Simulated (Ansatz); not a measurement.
Consider the silylene formation by 1,1-elimination: `CN([SiH3])[SiH2]F` → `CN[SiH3]` + `F[SiH]`.

Calculated with Ansatz (gas phase, PBE0-D4/def2-TZVP geometries, no zero-point term in ΔE). CCSD(T)/CBS adds triple-zeta CCSD(T) − MP2 to the extrapolated MP2 energy (def2 sets, frozen cores). This one scheme is used for every species. Functionals use def2-TZVPP. HSE06 is defined as in plane-wave codes. Each species was taken in one conformer, which may not be the lowest.

| level | ΔE (kJ/mol) | difference from CCSD(T)/CBS |
| --- | --- | --- |
| PBE-D4 | 272.5 | -13.2 |
| B97M-V | 277.3 | -8.4 |
| PBE0-D4 | 287.7 | 2.0 |
| r2SCAN0-D4 | 304.5 | 18.8 |
| HSE06-D4 | 287.3 | 1.6 |
| BHLYP-D4 | 292.6 | 6.9 |
| ωB97X-V | 289.6 | 3.9 |
| B2PLYP | 274.7 | -11.0 |
| PBE-QIDH | 299.2 | 13.5 |
| r2SCAN0 | 300.8 | 15.1 |
| BHLYP | 276.8 | -8.9 |
| HF/def2-SVP | 266.7 | -19.0 |
| MP2/def2-TZVPP | 301.0 | 15.3 |
| SCS-MP2/def2-TZVPP | 289.0 | 3.3 |
| MP2/def2-QZVPP | 303.9 | 18.2 |
| SCS-MP2/def2-QZVPP | 292.2 | 6.5 |
| CCSD(T)/CBS | 285.7 | 0 |

Largest T1 diagnostic among the species: 0.015.

From r2SCAN to r2SCAN0 (25 % exact exchange), in def2-TZVPP and without D4, ΔE moves by +4.7 kJ/mol. In def2-TZVPP, CCSD(T) changes the Hartree–Fock value by +9.7 kJ/mol (the triples alone add +3.5 kJ/mol) and MP2 by +29.8 kJ/mol.

CCSD(T)/CBS has its own doubt, a few kJ/mol and more with outer-core shells, so smaller differences from it don't rank the levels.
